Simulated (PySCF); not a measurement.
Species: Sn(vinyl)F3, C2H3F3Sn.
Bonds: Sn1–C2, Sn1–F7, Sn1–F8, Sn1–F9, C2–C3. Hydrogens: H4 on C2; H5, H6 on C3.

The calculation used PBE0-D3(BJ)/def2-SVP geometry optimisation, gas phase, def2 core potentials past Kr (PySCF 2.14.0).

List the bond lengths, angles and torsions at this level.

```json
{"bond": "Sn1–C2", "length (Å)": "2.106"}
{"bond": "Sn1–F7, Sn1–F8, Sn1–F9", "length (Å)": "1.920"}
{"bond": "C2–C3", "length (Å)": "1.334"}
{"bond": "C2–H4", "length (Å)": "1.095"}
{"bond": "C3–H5", "length (Å)": "1.094"}
{"bond": "C3–H6", "length (Å)": "1.096"}
```

Bonds in one row agree within 0.01 Å and their mean is given. A selection of angles:
```json
{"angle": "C2–Sn1–F7", "degrees": "114.6"}
{"angle": "C2–Sn1–F8", "degrees": "113.5"}
{"angle": "F7–Sn1–F8", "degrees": "104.8"}
{"angle": "F7–Sn1–F9", "degrees": "102.9"}
{"angle": "Sn1–C2–C3", "degrees": "121.7"}
{"angle": "Sn1–C2–H4", "degrees": "116.4"}
{"angle": "C3–C2–H4", "degrees": "122.0"}
{"angle": "C2–C3–H5", "degrees": "123.3"}
{"angle": "C2–C3–H6", "degrees": "120.6"}
{"angle": "H5–C3–H6", "degrees": "116.1"}
```

Dihedral angles: F7–Sn1–C2–C3 -62° (synclinal). The mirror-image conformer, all signs reversed, is as good.

All 3 F–Sn bonds measure 1.920 to 1.921 Å. Sn1 (tin bonded to C and 3 F) is distorted tetrahedral (angles from 102.9° to 114.7°).

Point group: near Cs, missed by 0.10 Å at most; the miss may be what the optimiser left on a soft mode. No frequency check. One conformer, not necessarily the lowest (Sn1–C2–C3–H 0° and 180°).

Time: 43 s of wall time; peak memory 0.44 GiB. Hardware: an Arm Neoverse V2 with one thread, shared host. These figures are those of the optimisation.
